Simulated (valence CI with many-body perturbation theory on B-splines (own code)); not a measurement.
**Cs V in brief**

Computed by relativistic CI+MBPT: five valence electrons over a frozen Dirac-Fock core [Kr] 4d10, radial functions for each j: 9 s, 9 p, 8 d, 6 f, 3 g, 1 h, with the one-electron correlation potential Σ1 (screened to all orders), the two-electron term Σ2, the three-electron term Σ3, Breit, model QED; selected single and double excitations, second order for the rest, scaled by the run's own slope (own B-spline code, finite nucleus).

Set against measurement, 23 paired levels are off by 173 cm⁻¹ on average, the worst by 624. These come from a selection out of Sansonetti, J. Phys. Chem. Ref. Data 38, 761 (2009). Levels without a partner in it may be off by more, other configurations by several thousand cm⁻¹. Among the levels kept, up to 1100 cm⁻¹ of a level comes from second order outside the variational space, and about a tenth of that is noise between levels of different J, which matters for small intervals. 2 measured levels below the end of the list, from 158249 cm⁻¹ on, found no clear computed partner, and computed levels of the same name lie up to 72 cm⁻¹ from them.

Names give the largest LS component (configuration and term), which can be under half, so a name can repeat, a term be missing and a line seem to break the LS rules; names also repeat where a configuration has a term twice.

Rates and lifetimes use the calculated energies. Strong lines usually hold to 10 to 20 %, long lifetimes can be off by a factor of two.

Q: What is the ground level?

A: 5s2 5p3 4S°_3/2, composition 76 % 5s2 5p3 4S° + 15 % 5s2 5p3 2P° + 5 % 5s2 5p3 2D°, g = 1.829.

Q: Where does the other parity begin?

A: At 5s 5p4 4P_5/2, 14.082 eV.

Q: How well does LS coupling describe the low levels?

A: Among the lowest 20 levels the leading LS term, summed over configurations, holds 77 % on average. For single configurations the figures are 68 % in LS and 62 % in jj coupling. Terms mix most in the J = 3/2 level at 19.210 eV, where the leading one holds 50 %.

Q: What are the static dipole polarisabilities of the lowest levels?

A: 5s2 5p3 4S°_3/2 6.87; 5s2 5p3 2D°_3/2 6.96 (tensor 0.15); 5s2 5p3 2D°_5/2 7.03; 5s2 5p3 2P°_1/2 7.07 bohr³, of which the core gives 0.689.

Q: What is the ionisation energy?

A: 56.632 eV; NIST lists 56 ± 1.9 eV (theoretical).
